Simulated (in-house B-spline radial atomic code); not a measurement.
A fraction x of an electron is moved 4d → 5p in Cd+, starting from [Kr] 4d10 5s1 and keeping the highest spin. Level of theory: scalar-relativistic (X2C) BLYP, spin-polarised, spherical fractional occupations, Fermi nucleus of rms radius 4.6087 fm; calculated with an all-electron radial atomic-structure program (B-spline basis).

| x | E(x) - E(0) (eV) | 4d down level (eV) | 5p up level (eV) |
| --- | --- | --- | --- |
| 0 | 0.0000 | -20.240 | - |
| 0.125 | 1.5888 | -20.863 | -7.964 |
| 0.25 | 3.2249 | -21.484 | -8.205 |
| 0.375 | 4.9087 | -22.103 | -8.441 |
| 0.5 | 6.6405 | -22.719 | -8.671 |
| 0.625 | 8.4206 | -23.332 | -8.897 |
| 0.75 | ? | ? | ? |
| 0.875 | ? | ? | ? |
| 1 | 14.0527 | -25.158 | -9.553 |

Task: What belongs in the row x = 0.75?

Result: An energy change of 10.2492 eV; 4d down at -23.943 eV, 5p up at -9.119 eV.

Task: What belongs in the row x = 0.875?

Result: An energy change of 12.1265 eV; 4d down at -24.552 eV, 5p up at -9.338 eV.

Task: Check Janak's theorem between x = 0.125 and 0.25.

Result: The slope of the energy is 13.09 eV; the orbital levels give 13.09 eV (ε of the receiving orbital less ε of the emptying one, averaged over the two points).
